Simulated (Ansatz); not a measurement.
Consider the ligand exchange at a P–S bond: `PS` + `[PH2][GaH2]` → `P[PH][GaH2]` + H₂S.

Computed with Ansatz on PBE0-D4/def2-TZVP structures; ΔE is electronic, products minus reactants. CBS: MP2 limit from def2 TZ/QZ plus the TZ coupled-cluster correction, frozen cores. This one scheme is used for every species. Functionals use def2-TZVPP. HSE06 is defined as in plane-wave codes. For Ga outer-core shells are correlated without core-valence functions, which leaves a few kJ/mol of doubt a bond. Scalar relativity is left out up to krypton. One conformer a species, not always the lowest.

`PS`:

Cartesian coordinates in Å:
```
P 0.299 -0.721 0.185
S -0.201 1.283 -0.276
H -0.426 -1.338 -0.868
H -0.732 -0.954 1.132
H 1.060 1.729 -0.174
```

`[PH2][GaH2]`:

Z-matrix (Å, degrees):
```
P
Ga 1 2.309
H 1 1.419 2 95.4
H 1 1.419 2 95.4 3 -95.9
H 2 1.568 1 119.2 3 -44.7
H 2 1.569 1 119.2 3 140.6
```

`P[PH][GaH2]`:

```xyz
8

P     0.919   -0.029   -0.790
P     0.007    1.333    0.731
Ga   -0.867   -0.854    0.867
H     0.865    0.743   -1.969
H     2.292    0.111   -0.496
H    -0.994    1.728   -0.199
H    -0.052   -1.831    1.777
H    -2.170   -1.201    0.080
```

H₂S:

Z-matrix (Å, degrees):
```
S
H 1 1.341
H 1 1.341 2 92.3
```

Question: Is it downhill or uphill in electronic energy at CCSD(T)/CBS, and by how much? (Estimate.)

Answer: Ansatz gave: Nearly level: ΔE = -0.02 eV.

Question: What do these levels give: r2SCAN, r2SCAN0, HSE06, BHLYP, LC-ωPBE, CCSD/def2-SVP? (Best estimate.)

Answer: The calculation gave: r2SCAN -0.01, r2SCAN0 0.00, HSE06 0.03, BHLYP 0.19, LC-ωPBE 0.04, CCSD/def2-SVP 0.06 eV.

Largest T1 diagnostic among the species: 0.014.

At CCSD(T), def2-SVP lies +0.04 eV from the extrapolated value and def2-TZVPP +0.02 eV. In def2-TZVPP, CCSD(T) changes the Hartree–Fock value by −0.31 eV (the triples alone add −0.06 eV) and MP2 by −0.35 eV.
